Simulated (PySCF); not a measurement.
**Telling isomers of C7H9N apart by NMR**

Theoretical values (PySCF): σ from GIAO-PBE0/pcSseg-1, B3LYP/pcJ-1 coupling constants (spin–dipole term left out of most H,H and C,H couplings), structure optimised with PBE0-D3(BJ)/def2-SVP. One averaged value for each set of equivalent atoms, no solvent, single conformer, non-relativistic Hamiltonian.

Shifts are taken against calculated references (same method and geometry level): 1H, 13C against TMS. Multiplet labels drop J under 1 Hz and among equivalent protons, and merge close values. Unscaled 3J(H,H) run several per cent high. Shifts are as computed. Against solution values, carbons near 30 ppm lie about +2 ppm off and those near 130 ppm about +4 ppm. Of 246 compounds with measured shifts, 49 miss one by over three times the rms of a fit or turn the order of signals round; such compounds aren't used in these exercises.

(1) Tabulate the signals of `CCc1ccccn1`, `CCc1cccnc1` and their relative energies.

(2) What is the quickest way to tell CCc1ccccn1 from CCc1cccnc1?

Results:

(1) 
| SMILES | carbon types | δC | δH | E rel. (kcal/mol) |
| --- | --- | --- | --- | --- |
| CCc1ccccn1 | 1×C 4×CH 1×CH2 1×CH3 | 170.4, 155.6, 141.7, 126.9, 125.5, 36.1, 19.0 | 8.71 (dt, 1H), 7.64 (td, 1H), 7.13 (dd, 1H), 7.04 (dd, 1H), 2.66 (q, 2H), 1.26 (t, 3H) | 0.0 |
| CCc1cccnc1 | 1×C 4×CH 1×CH2 1×CH3 | 155.8, 153.5, 144.4, 140.7, 128.1, 30.2, 20.8 | 8.65 (dd, 1H), 8.61 (d, 1H), 7.54 (ddd, 1H), 7.19 (dd, 1H), 2.45 (q, 2H), 1.16 (t, 3H) | 1.8 |

Energies are electronic energies at PBE0/pcSseg-1 on these geometries, without zero-point or thermal terms, each for the one conformer computed, which needn't be the lowest.

(2) Both give the same number of carbon signals, with the same numbers of each carbon type, so the positions decide. The first has a substituted aromatic carbon next to a ring nitrogen (C) at 170.4 ppm, the second a substituted aromatic carbon (C) at 144.4 ppm. Their most deshielded carbons lie at 170.4 and 155.8 ppm.
